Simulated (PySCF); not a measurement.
Vertical excitations of a molecule CH5BOS from PySCF 2.14.0 with TDA-CAM-B3LYP/def2-SVPD, as energy in eV (oscillator strength): 6.12 (0.002), 6.53 (0.193), 6.87 (0.031), 7.16 (0.002), 7.35 (0.028), 7.77 (0.016), 7.87 (0.000), 7.97 (0.052), 8.07 (0.009), 8.33 (0.014). Lowest triplet (TDA): 5.16 eV. The structure is a stationary point at B3LYP-D3(BJ)/def2-SVP. Other conformers were not sampled.

Which structure fits?
A. COBS
B. CSBO
C. CB(O)S

B, CSBO
